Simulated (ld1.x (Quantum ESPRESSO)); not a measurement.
## Pseudopotential generation for Ge: TM, LDA (PZ), scalar-relativistic.

- Element: Ge (Z = 32)
- Generator: ld1.x (Quantum ESPRESSO) 7.5
- Type: norm-conserving Troullier–Martins (Kleinman–Bylander form)
- Functional: LDA (PZ)
- Relativity: scalar-relativistic
- Frozen core: [Ar]
- Valence charge: 14
- Reference configuration: 3d10 4s1.5 4p2.5
- Partial waves: 4s (bound): rc 1.70 bohr; 4p (bound): rc 1.95 bohr; 3d (bound): rc 1.00 bohr
- Local potential: the d channel
- Core correction: none

All-electron outer shells of the reference configuration (LDA (PZ), scalar-relativistic, ld1.x):

```json
{"shell": "3s", "level (eV)": "-168.64", "outermost node (bohr)": "0.26", "outermost maximum (bohr)": "0.54"}
{"shell": "3p", "level (eV)": "-116.28", "outermost node (bohr)": "0.23", "outermost maximum (bohr)": "0.54"}
{"shell": "3d", "level (eV)": "-30.43", "outermost node (bohr)": "–", "outermost maximum (bohr)": "0.50"}
{"shell": "4s", "level (eV)": "-12.45", "outermost node (bohr)": "0.77", "outermost maximum (bohr)": "1.73"}
{"shell": "4p", "level (eV)": "-4.40", "outermost node (bohr)": "0.82", "outermost maximum (bohr)": "2.16"}
```

Results:

| Item | Value |
| --- | --- |
| Cutoffs needed | 260 Ry and over 300 Ry (the cutoffs (Ry, on a coarse ladder) from which the occupation-weighted sum of valence levels, in a spherical-Bessel basis at the reference potential, stays within 10 and 1 mRy of its value at 400 Ry) |
| Ghost test | ghost states, extra bound levels that the all-electron valence spectrum of the same l lacks: s at -516.6 eV, p at -218.8 eV; a true bound ghost makes a file unfit for plane-wave use (spherical-Bessel basis up to 400 Ry, 20 bohr box) |
| Largest excitation error | -417 meV (all-electron minus pseudo) for 3d9 4s2 4p3, out of 7 test configurations |

Generation and tests took about 2 s on one core of a shared server CPU.
